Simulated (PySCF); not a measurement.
RuS₂ at several levels of theory

All levels use the PBE0 minimum (quintet; Ru–S 2.095 Å (×2); S–Ru–S 110.0°), basis [Ru def2-SVP with ECP28, S def2-SVP], scalar-relativistic core potentials, density fitting, no spin–orbit coupling, PySCF. For vertical energies the ionised species is a quartet (spins chosen at PBE0 and kept) and the electron-attached one a quartet. Atomisation goes to high-spin ground-configuration atoms, without zero-point energy. Open shells are unrestricted, also as the reference of the correlated levels. A dash marks a value that was not computed or is not defined at that level.

```csv
level,atomisation (kJ/mol),vertical IP (eV),vertical EA (eV),−ε(HOMO) (eV),dipole (D)
PBE0,719,8.99,2.40,6.81,2.57
HF,140,7.57,1.80,9.28,3.47
MP2,–,8.98,2.33,–,–
PBE,855,8.55,2.32,5.41,1.95
B3LYP,710,8.82,2.40,6.43,2.32
r2SCAN,–,?,?,?,?
TPSSh,750,8.81,2.37,6.11,2.50
HSE06,–,8.98,2.41,6.41,2.52
B97-3,–,?,?,?,?
```

Question: Fill in the row of r2SCAN.

Answer: vertical IP (eV) 8.88, vertical EA (eV) 2.37, −ε(HOMO) (eV) 5.83, dipole (D) 2.42.

Question: Fill in the row of B97-3.

Answer: vertical IP (eV) 8.86, vertical EA (eV) 2.36, −ε(HOMO) (eV) 6.71, dipole (D) 2.71.

Spin contamination in at least one species weakens the values at: HF, MP2.

Without diffuse functions attachment energies tend to come out too low.

Open d and f shells are described by one determinant, and the ground state may have another occupation or spin.
